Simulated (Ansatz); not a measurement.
PBE exchange is replaced step by step with exact exchange (0 % is PBE, 25 % PBE0; no dispersion term), basis def2-SVP, Ansatz. System: `Sc1sc(-c2sc(-c3sc(S)c4c3OCCO4)c3c2OCCO3)c2c1OCCO2`. The state is a singlet with charge 0. Geometry: PBE-D4/def2-SVP.

Geometry of the singlet:

```xyz
43

S    -5.194   -0.620   -4.606
C    -3.761   -0.549   -3.598
S    -3.635    0.572   -2.253
C    -2.065   -0.056   -1.770
C    -1.345    0.439   -0.633
S     0.195   -0.244   -0.118
C     0.311    0.854    1.256
C     1.430    0.850    2.153
S     1.589    1.987    3.485
C     3.141    1.325    3.972
S     4.070    2.025    5.283
C     3.510    0.276    3.136
C     2.545    0.009    2.119
O     2.705   -0.979    1.186
C     4.064   -1.417    1.103
C     4.640   -1.648    2.494
O     4.662   -0.439    3.258
C    -0.803    1.695    1.289
C    -1.725    1.466    0.233
O    -2.877    2.185    0.088
C    -3.215    2.906    1.277
C    -1.991    3.605    1.858
O    -0.993    2.654    2.242
C    -1.685   -1.084   -2.636
C    -2.637   -1.367   -3.662
O    -2.442   -2.338   -4.595
C    -1.087   -2.794   -4.634
C    -0.530   -3.002   -3.231
O    -0.508   -1.769   -2.509
H    -4.791    0.247   -5.591
H     3.607    1.233    6.304
H     4.060   -2.356    0.517
H     4.674   -0.658    0.561
H     4.034   -2.419    3.026
H     5.687   -2.002    2.432
H    -3.645    2.207    2.032
H    -3.990    3.643    0.992
H    -1.569    4.312    1.108
H    -2.258    4.171    2.772
H    -0.455   -2.057   -5.181
H    -1.090   -3.746   -5.200
H    -1.148   -3.751   -2.684
H     0.516   -3.366   -3.273
```

Single mean-field runs in def2-SVP are fitted with def2-universal-jkfit.

```
exact exchange (%)  HOMO (eV)  LUMO (eV)  gap (eV)
                 0      -4.07      -2.10      1.97
                 5      -4.25      -2.01      2.24
                15      -4.62      -1.82      2.79
                25      -4.98      -1.63      3.35
                35      -5.35      -1.42      3.93
                50      -5.92      -1.11      4.81
```

Q: Estimate the row for 10 %.

A: 
```json
{"exact exchange (%)": "10", "HOMO (eV)": "-4.43", "LUMO (eV)": "-1.92", "gap (eV)": "2.52"}
```
